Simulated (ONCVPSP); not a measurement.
# Transferability test, ONCV potential for Bi (Z = 83)

bismuth, optimised norm-conserving Vanderbilt (ONCV), made with ONCVPSP 4.0.1 (LDA (Perdew-Wang 92), fully relativistic). Core [Kr] 4d10 4f14, reference 5s2 5p6 5d10 6s2 6p2.5 (charge +0.5). Waves: 5s+6s: rc 1.40 bohr, ncon 4, nbas 8, qcut 9.2 1/bohr, 2 projectors; 5p+6p: rc 1.75 bohr, ncon 4, nbas 7, qcut 7.9 1/bohr, 2 projectors; 5d: rc 1.25 bohr, ncon 4, nbas 8, qcut 9 1/bohr, 2 projectors, debl 2.7 Ha. Local part: polynomial inside 0.80 bohr (lpopt 5, dvloc0 1 Ha). Core correction: Teter function fitted to the true core (icmod 2), fcfact 0.25.

Open shells are filled in proportion to 2j + 1.

Energies are relative to the spin-unpolarised reference configuration 5s2 5p6 5d10 6s2 6p2.5; without spin polarisation the order of configurations can differ from experiment.

```csv
valence configuration,charge,ΔE all-electron (eV),error AE − PS (meV)
5s2 5p6 5d10 6s2 6p3,0,-3.279,-0.1
5s2 5p6 5d10 6s2 6p1,+2,20.761,-0.2
```

Problem. What are ΔE and the potential's error for 5s2 5p6 5d10 6s2 6p2?

Solution. ΔE = 5.021 eV all-electron; the error (AE − PS) is 0.0 meV.

Problem. What are ΔE and the potential's error for 5s2 5p6 5d10 6s1 6p3?

Solution. ΔE = 15.682 eV all-electron; the error (AE − PS) is -0.3 meV.

Note: ghosts flagged at negative energy: s at -144.6 eV; GHOST(+) flagged for p3/2 at 124.9 eV, p1/2 at 195.9 eV. A true bound ghost makes a file unfit for plane-wave use.
